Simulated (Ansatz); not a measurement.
```tsv
atom	x (Å)	y (Å)	z (Å)
H	-0.0046	-0.0658	-1.5099
C	-0.0280	-0.1393	-0.4778
C	0.0226	0.0452	0.8875
```

Basis set: 6-31G (spherical functions). Frozen core: 2 orbitals. Charge 0, multiplicity 2.

Computed with Ansatz (development build ahead of 0.2.0); each method stands on the lowest determinant of its kind that the runs found.

Give the atomization energy at this shape (free ground-state atoms in the same class of orbitals less the molecule, no zero-point energy) of doublet C2H by UHF-MP2, UHF.

| method | atomization energy |
| --- | --- |
| UHF-MP2 | 8.47 eV |
| UHF | 6.94 eV |

Caution: the shape is not the minimum; the unrestricted determinant is a mixture of spin states.

This basis has no polarisation functions and is too small for such energies, which can lie far from measured ones in either direction.
